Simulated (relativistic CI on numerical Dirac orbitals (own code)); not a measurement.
# What each ingredient does to the levels of Sn XLV

Base calculation: Dirac-Coulomb-Breit CI, orbitals from a KLI potential per configuration, QED by a radiative potential, unscaled Slater integrals.

CI space (outside the closed core 1s2): 2s²2p², 2s2p³, 2p⁴, 2p³3s, 2p³3p, 2p³3d, 2s²2p3s, 2s²2p3p, 2s²2p3d, 2s2p²3s, 2s2p²3p, 2s2p²3d, 2s²2p4s, 2s²2p4p, 2s²2p4d, 2s²2p4f. Levels of other configurations are missing.

The lowest level and the first level of each name with at least 55 % of one term (blank where a level has no safe partner in the second run):

```csv
Level,Base (eV),Shift (eV)
2s²2p² ³P0,0.00,0.00
2s²2p² ³P1,233.52,+4.39
2s²2p² ¹D2,248.42,+6.81
2s²2p² ³P2,493.00,+9.87
2s²2p² ¹S0,529.60,+7.28
2s2p³ ³D°3,652.74,+8.42
2s2p³ ³P°0,686.12,+3.03
2s2p³ ¹D°2,709.87,+6.91
2p⁴ ³P2,890.76,+1.18
2p⁴ ¹S0,931.29,-1.50
2p⁴ ³P1,1132.63,+3.93
2p⁴ ¹D2,1148.65,+6.23
2p⁴ ³P0,1411.25,+7.55
2s²2p3s ³P°0,4233.13,+8.84
```

At this charge energies of transitions that change n are usually good to better than 1 %, and those within a shell (Δn = 0) to a few per cent.

(1) One thing was changed in a second run, which moved the levels as shown. Which?
A. Breit term removed
B. only the first 3 configurations
C. QED terms removed
D. configuration mixing switched off

Answers

(1) A. Breit term removed. The Breit term mainly narrows fine-structure intervals, so removing it widens them.

LS names give the leading component of a level, which can be under half, so a name can repeat, a term be missing and a line seem to break the LS rules.
